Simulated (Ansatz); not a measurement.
**Which is lower?**

The two ends of one reaction step of AlSiH5ClF, closed shell (PBE0-D4/def2-TZVP).

A:

```json
{"atom": "Al1", "x (Å)": "-1.5515", "y (Å)": "-0.5087", "z (Å)": "-0.7193"}
{"atom": "F2", "x (Å)": "-0.1492", "y (Å)": "0.7951", "z (Å)": "-0.1345"}
{"atom": "H3", "x (Å)": "-1.5096", "y (Å)": "-0.2582", "z (Å)": "-2.2773"}
{"atom": "H4", "x (Å)": "-2.7356", "y (Å)": "-0.0617", "z (Å)": "0.2242"}
{"atom": "Si5", "x (Å)": "1.3271", "y (Å)": "0.5708", "z (Å)": "0.6046"}
{"atom": "Cl6", "x (Å)": "-0.4237", "y (Å)": "-2.2006", "z (Å)": "-0.0338"}
{"atom": "H7", "x (Å)": "2.1521", "y (Å)": "-0.2329", "z (Å)": "-0.3116"}
{"atom": "H8", "x (Å)": "1.0671", "y (Å)": "-0.0597", "z (Å)": "1.9087"}
{"atom": "H9", "x (Å)": "1.8233", "y (Å)": "1.9557", "z (Å)": "0.7391"}
```

B:

Al1  (-1.607, -0.011, -0.958)
F2  (-0.451, 1.208, -0.955)
H3  (-1.579, -0.979, -2.206)
H4  (-2.875, 0.244, -0.051)
Si5  (1.423, 0.045, 0.828)
Cl6  (-0.175, -1.330, 0.652)
H7  (2.043, 0.194, -0.498)
H8  (2.326, -0.656, 1.768)
H9  (0.894, 1.285, 1.420)
(Å)

Computed with Ansatz 0.2.0 (basis: def2-TZVPP); correlated methods freeze the cores. B3LYP uses VWN-RPA correlation.

Which structure is lower at CCSD(T), and by how much? (To be estimated.)

Computed: A, by 6.64 kcal/mol (electronic energy, against the other). By their contacts, A is AlSiH₅ClF ([SiH3][F][AlH2][Cl]) and B is AlSiH₅ClF ([F][AlH2][Cl][SiH3]).

All methods give the same order:

| method | E(B) − E(A) (kcal/mol) |
| --- | --- |
| SPW92 | 4.16 |
| PBE-D4 | 3.80 |
| BLYP-D4 | 4.96 |
| r2SCAN-D4 | 5.87 |
| B97M-V | 6.59 |
| PBE0-D4 | 5.21 |
| B3LYP-D4 | 6.11 |
| r2SCAN0-D4 | 6.57 |
| BHLYP-D4 | 7.81 |
| CAM-B3LYP-D4 | 6.93 |
| wB97X-V | 6.27 |
| wB97M-V | 6.17 |
| B2PLYP | 6.54 |
| PBE-QIDH | 6.26 |
| RPA on PBE | 6.35 |
| HF | 10.41 |
| MP2 | 6.37 |
| CCSD | 7.21 |
| CCSD(T) | 6.64 |

T1 diagnostic: at most 0.011.

Labels in which every atom is bracketed show which atoms are joined, not bond orders.

For scale, one of the runs: CCSD(T)/def2-TZVPP, 227 basis functions, launched by `ansatz run in.yaml --threads 4 --pin off --events-out ev --progress --plain --max-ram 9574MiB`. Hardware: 4 CPU threads of an Intel Xeon, shared host. Wall time 100 s; peak host memory 3.4 GiB.
